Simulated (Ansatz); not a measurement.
Computed with Ansatz on PBE0-D4/def2-TZVP structures; ΔE is electronic, products minus reactants. CBS: MP2 limit from def2 TZ/QZ plus the TZ coupled-cluster correction, frozen cores. For Ga outer-core shells are correlated without core-valence functions, which leaves a few kJ/mol of doubt a bond. Scalar relativity is left out up to krypton.

Reaction (ligand exchange at the Si–C bond): `[SiH3][CH]1[CH2][GaH]1` + CH₃NH₂ → `CN[SiH3]` + `[CH2]1[CH2][GaH]1`

```json
{"species": "`[SiH3][CH]1[CH2][GaH]1`", "SCS-MP2/def2-QZVPP energy (Eh)": "-2292.95469"}
{"species": "CH₃NH₂", "SCS-MP2/def2-QZVPP energy (Eh)": "-95.69949"}
{"species": "`CN[SiH3]`", "SCS-MP2/def2-QZVPP energy (Eh)": "-385.97482"}
{"species": "`[CH2]1[CH2][GaH]1`", "SCS-MP2/def2-QZVPP energy (Eh)": "-2002.68073"}
```

(1) Work out ΔE.

Largest T1 diagnostic among the species: 0.017.

Answers

(1) ΔE = (-385.97482) + (-2002.68073) − (-2292.95469) − (-95.69949) = -0.00137 Eh = -3.6 kJ/mol. CCSD(T)/CBS gives +16.2 kJ/mol.

In def2-TZVPP, CCSD(T) changes the Hartree–Fock value by +21.2 kJ/mol (the triples alone add +8.8 kJ/mol) and MP2 by +6.5 kJ/mol. The D4 term adds +8.8 kJ/mol with B3LYP and +4.5 kJ/mol with PBE0; it sums over pairs of atoms, weighted by their polarisabilities, and B3LYP, whose exchange is more repulsive, gets the larger term. From PBE to PBE0 (25 % exact exchange), in def2-TZVPP and without D4, ΔE moves by −17.5 kJ/mol.

B3LYP here is the variant with VWN-RPA as its local correlation; programs differ in this.
